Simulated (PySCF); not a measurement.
C6H7NO2S.
Atom-mapped SMILES: `[CH3:1][S:2](=[O:3])(=[O:4])[c:5]1[cH:6][cH:7][n:8][cH:9][cH:10]1` (hydrogens: H11, H12, H13 on C1; H14 on C6; H15 on C7; H16 on C9; H17 on C10)

Method used: PySCF, TDDFT wB97X-D/def2-SVPD, vertical, gas phase, core orbitals frozen in the response. The structure is a single PBE0-D3(BJ)/def2-SVP conformer in the gas phase; no vibrational or solvent corrections. Torsions of this conformer, `[CH3:1][S:2](=[O:3])(=[O:4])[c:5]1[cH:6][cH:7][n:8][cH:9][cH:10]1`: C1–S2–C5–C6 92°.

Broadening: Gaussians 0.3 eV wide at half height, area fixed by f = 4.319×10⁻⁹ ∫ε dν̃. The width is an assumption, not a result. The curve ends short of the highest state used, and states not computed would add to its high-energy end.

E (eV), ε (L mol⁻¹ cm⁻¹) and a bar:
```
     4.21          1 
     4.28          4 
     4.34         15 
     4.40         45 
     4.46        106 #
     4.52        202 #
     4.58        308 ##
     4.64        377 ##
     4.70        369 ##
     4.77        272 #
     4.83        165 #
     4.89         82 
     4.95         45 
     5.01         72 
     5.07        231 #
     5.13        671 ####
     5.19       1578 #########
     5.26       3237 ##################
     5.32       4713 ##########################
     5.38       5498 ##############################
     5.44       5138 ############################
     5.50       3846 #####################
     5.56       2307 #############
     5.62       1108 ######
     5.68        429 ##
     5.74        141 #
     5.81         67 
     5.87        118 #
     5.93        249 #
     5.99        435 ##
     6.05        611 ###
     6.11        689 ####
     6.17        627 ###
     6.23        468 ###
     6.30        274 #
     6.36        168 #
     6.42        124 #
     6.48        129 #
     6.54        173 #
     6.60        244 #
     6.66        314 ##
     6.72        374 ##
     6.79        621 ###
     6.85       1645 #########
```

Problem. Locate the maxima and give the states behind the curve.

Solution. 266 nm (4.66 eV), ε about 380, made up of S1 (100%); 230 nm (5.39 eV), ε about 5500, made up of S3 (100%); 203 nm (6.11 eV), ε about 690, made up of S4 (99%) (ε in L mol⁻¹ cm⁻¹; maxima over ε = 5, shares over 10%). At its high-energy end, 6.85 eV, the curve is still rising (ε about 1600, from S6 and S8). The states used: S1 4.66 eV (f 0.0043); S2 5.29 eV (f 0.0000); S3 5.39 eV (f 0.061); S4 6.11 eV (f 0.0076); S5 6.41 eV (f 0.0007); S6 6.71 eV (f 0.0035); S7 7.10 eV (f 0.0065); S8 7.20 eV (f 0.720); S9 7.26 eV (f 0.099); S10 7.45 eV (f 0.094).

Problem. Coming from long wavelengths, where does ε first pass 100 L mol⁻¹ cm⁻¹?

Solution. At about 278 nm (4.46 eV), 0.21 eV below S1.

Problem. Does any computed singlet lie in the visible range?

Solution. No computed singlet lies in the visible range (380 to 750 nm); the lowest, at 266 nm, stands 1.40 eV above its violet end (3.26 eV).

Problem. What would ε be at 5.39 eV, the highest of these maxima, with half the width (0.15 eV)?

Solution. About 11000 L mol⁻¹ cm⁻¹ against 5520, a factor of about 2.00; a lone state at its own centre would give exactly 2.

All these states lie below the vertical ionisation energy of 10.03 eV (ΔSCF).

Hardware: one thread of an Arm Neoverse V1 (shared host). Cost: 8.3 min.
